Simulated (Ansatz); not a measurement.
Frontier orbitals of `[OH][Nb]([OH])([Cl])([Cl])[Cl]`.

Cartesian coordinates in Å:
```
O 0.333 0.165 -1.687
Nb 0.331 -0.236 0.132
O -0.975 1.073 0.473
Cl 1.954 0.826 1.323
Cl 1.630 -2.126 -0.228
Cl -1.206 -1.678 1.127
H -0.250 0.832 -2.065
H -1.817 1.145 0.925
```

The species carries charge 0 and has multiplicity 1. Correlated methods include outer-core shells of Nb, which these sets cover unevenly. Nb: def2 effective core potential. The geometry is a stationary point of PBE0-D4/def2-TZVP. It is one conformer, not always the lowest. Basis def2-TZVPP, the Gaussian-basis code of Ansatz.

```
 functional  HOMO (eV)  LUMO (eV)  gap (eV)
LDA (SPW92)      -7.33      -4.17      3.16
        PBE      -7.17      -3.96      3.21
     r2SCAN      -7.53      -3.95      3.58
       PBE0      -8.56      -3.30      5.26
      B3LYP      -8.28      -3.48      4.80
    r2SCANh      -8.03      -3.69      4.34
    LC-ωPBE     -11.29      -1.20     10.09
    ωB97M-V     -10.76      -1.26      9.50
         HF     -11.79       0.19     11.98
```

Against PBE, PBE0 changes HOMO and LUMO by −1.39 and +0.67 eV, ωB97M-V by −3.60 and +2.71 eV. A gap of 3.21 eV thus becomes 9.51 eV for the same molecule, so an orbital gap means little without its functional.

B3LYP here is the variant with VWN-RPA as its local correlation; programs differ in this. LC-ωPBE has ω = 0.4 bohr⁻¹.
